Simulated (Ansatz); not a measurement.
System: C₂H₈GeN, charge 0, multiplicity 2. It need not be the lowest isomer of its formula. 
Structure (B3LYP-D3(BJ)/def2-TZVP (Ansatz, a quantum-chemistry and plane-wave program) minimum search):
```
C
H 1 1.1033
H 1 1.1043 2 103.94
N 1 1.4340 2 110.21 3 -117.44
C 1 1.5236 2 110.27 3 117.84
H 5 1.0906 1 110.37 2 -177.16
H 5 1.0907 6 107.98 1 120.67
H 5 1.0924 6 108.60 7 117.51
Ge 4 1.8732 1 116.80 2 56.01
H 9 1.5356 4 107.21 1 -140.26
H 9 1.5403 10 110.03 4 116.02
H 9 1.5468 10 110.50 11 121.35
```
Charge 0, spin multiplicity 2.

Dipole moments at this geometry, in debye (magnitudes).

| level | program | dipole (D) |
|---|---|---|
| SVWN5/def2-TZVPD | Ansatz | 1.47 |
| PBE/def2-TZVPD | Ansatz | … |
| BLYP/def2-TZVPD | Ansatz | 1.38 |
| B97M-V/def2-TZVPD | Ansatz | 1.32 |
| B3LYP/def2-TZVPD | Ansatz | 1.40 |
| HSE06/def2-TZVPD | Ansatz | 1.39 |
| LC-wPBE/def2-TZVPD | Ansatz | 1.48 |
| wB97X-V/def2-TZVPD | Ansatz | 1.46 |
| CCSD(T)/aug-cc-pVDZ | Ansatz | … |

Q: Fill in the missing entries.

A: 
- PBE/def2-TZVPD, dipole (D): 1.38
- CCSD(T)/aug-cc-pVDZ, dipole (D): 1.39
